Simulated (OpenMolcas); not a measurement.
Mo2+ among 8 point charges of -1.2 e arranged as a cube (Oh).

```yaml
Program: OpenMolcas
Method: "SS-CASPT2, IPEA 0.25 Eh, imaginary shift 0.1 Eh (closed shells correlated: 4s 4p)"
Basis: ANO-RCC-VDZP [6s5p3d1f]
Scalar_Hamiltonian: DKH2, point nucleus
Active_space: 4 electrons in 5 orbitals (4d)
State_averaging: 2S+1 = 5 even, 5 roots; 2S+1 = 3 even, 45 roots; 2S+1 = 1 even, 50 roots
Spin-orbit_coupling: state interaction with AMFI integrals over the reference wave functions
```

All point charges move together. At R = 2.05 Å the first state of the same spin is 10390 cm-1, and at R = 2.48 Å it is 4470 cm-1.

Task: A third run gives 7180 cm-1. What distance was it run at?

Result: With a power law R^-n the two known points give n = -ln(4470 / 10390) / ln(2.48 / 2.05) = 4.43. Then R = 2.05 × (10390 / 7180)^(1/4.43) = 2.228 Å. The run was at 2.23 Å, so the estimate is off by -0.002 Å.

Roots that are degenerate in the reference are averaged as groups; the widest CASPT2 spread within a group is 340 cm-1 (the 3-fold group of multiplicity 1 near 25100 cm-1 above the lowest state of its run, R = 2.48). Shifts and gaps below about the spread of the groups concerned are not significant. An orbital triplet at a regular site is open to Jahn-Teller coupling, which can distort the site and quench the lowest spin-orbit gaps and is left out. Point charges give a weaker field than real ligands, and real ions of this kind are as a rule low spin; the high spin found here belongs to the model. Free-ion shares, where given, are those of the reference states; single-state CASPT2 does not remix them. This shell can be high or low spin here, a state of another spin lies low, and with metal d orbitals alone active their balance is uncertain, so the ground spin may be wrong (holds for R = 2.05). The ground term spreads over less than 5000 cm-1, several times less than with real ligands, so orbital moments are less quenched and χT lies further from the spin-only value than at real sites (holds for R = 2.48). Point charges carry no covalency, so the field is a model and not that of real ligands. No measured value stands beside these numbers.
